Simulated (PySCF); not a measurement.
## Correlation energy of Sb (antimony, neutral)

[Kr] 4d10 5s2 5p3, high-spin 4S determinant. Computed with PySCF 2.14 in x2c-SVPall, with the spin-free X2C one-electron Hamiltonian (Gaussian nucleus). Frozen: [Kr] 4d10; 5 electrons correlated.

MP2 pair energies summed by pair of shells (mhartree):

```
 pair  energy  share (%)
5s-5p  -28.59       64.3
5p-5p  -10.41       23.4
5s-5s   -5.47       12.3
```

Total MP2 correlation energy: -44.47 mhartree.

Same-spin part -12.32 and opposite-spin part -32.15 mhartree; SCS-MP2 scales them by 1/3 and 6/5 to -42.69 mhartree.

```csv
level,correlation energy (mhartree)
CCSD,-57.04
(T),-0.59
CCSD(T),-57.63
```

Diagnostics: T1 = 0.0032, D1 = 0.0070, largest double amplitude 0.063.

Cost of the coupled-cluster step: 0.09 s of wall time on 1 thread of Neoverse-V1 (shared host), for 5 correlated electrons.
